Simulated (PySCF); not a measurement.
C₅H₈Se.
Atom-mapped SMILES: `[CH3:1][C@H:2]1[CH:3]=[CH:4][Se:5][CH2:6]1` (hydrogens: H7, H8, H9 on C1; H10 on C2; H11 on C3; H12 on C4; H13, H14 on C6)

Structure used (PBE0-D3(BJ)/def2-SVP), in Å, numbered top down from 1:
```xyz
14
C5H8Se angstrom
C     -1.2574   -1.1925   -0.8556
C     -0.3608   -0.4761    0.1468
C      1.1065   -0.5079   -0.2021
C      1.8332    0.5545    0.1571
Se     0.8367    1.9484    0.9696
C     -0.7547    0.9938    0.3236
H     -0.9829   -2.2549   -0.9436
H     -2.3138   -1.1457   -0.5495
H     -1.1706   -0.7366   -1.8547
H     -0.4664   -0.9819    1.1291
H      1.5547   -1.3958   -0.6583
H      2.9139    0.6593    0.0433
H     -1.5801    1.1336    1.0343
H     -1.0343    1.4414   -0.6434
```

Linear response at wB97X-D/def2-SVPD (PySCF, frozen core in the response, non-relativistic). Relativistic effects, spin–orbit coupling among them, are left out although an element past zinc is present.

Static isotropic polarisability: 85.22 au (12.63 Å³), principal values 66.9, 82.6, 106.2 au.

Question: What is the polarisability at 1064 nm and at the sodium D line?

Answer: 86.15 au at 1064 nm (+1.1 %), 88.42 au at 589.3 nm (+3.7 %). The rise at 589.3 nm is 3.44 times that at 1064 nm; a pure ω² law gives 3.26. The lowest singlet lies at 292 nm, shorter than both wavelengths.

Question: What is the isotropic C6 coefficient between two such molecules, C6 = (3/π)∫α(iω)² dω?

Answer: 2747 au (Eh·bohr⁶) by a ten-point quadrature over imaginary frequencies, which is 1640 eV·Å⁶ or 158 J·nm⁶/mol.

Question: Which effective excitation energy ω̄ makes London's formula C6 = (3/4)α²ω̄ exact here?

Answer: ω̄ = 4·C6/(3α²) = 0.504 Eh = 13.7 eV. A one-pole form α(ω) = α/(1 − ω²/ω̄²) fitted to the 1064 nm value gives 11.2 eV.

Question: What three-body coefficient follows from the one-pole estimate C9 = (3/4)·α·C6?

Answer: 176000 au. This is an estimate from the two numbers above, not a computed integral.

Question: What n − 1 at the D line would an ideal gas of it have at 273.15 K and 1 atm (2.6868 × 10¹⁹ cm⁻³), by n − 1 = 2π·N·α′?

Answer: 22.12 × 10⁻⁴, a formal value whether or not that pressure can be reached.

Question: The lowest 6 singlets have (eV, f): 4.24, 0.001; 5.15, 0.115; 5.69, 0.042; 6.00, 0.008; 6.39, 0.043; 6.56, 0.007. What share of the static polarisability do they carry in the sum over states α = Σ f/ω²?

Answer: 5.30 au, 6.2 % of α; the largest term, 3.21 au, is that of the state at 5.15 eV. Their oscillator strengths add up to 0.22. Higher states carry the rest.

Question: What molar refraction at the D line follows from R = (4π/3)·N_A·α′, with α′ the polarisability volume?

Answer: α′ = 13.10 Å³ gives R = 33.05 cm³/mol, for isolated, non-vibrating species.

Time: 44 s of wall time. Hardware: Arm Neoverse V2, one thread, on a shared host. This is the whole response run at wB97X-D/def2-SVPD, SCF included.

One conformer stands for the species.

Note: wB97X-D ran without an empirical dispersion term, which enters the total energy and its gradient alone.
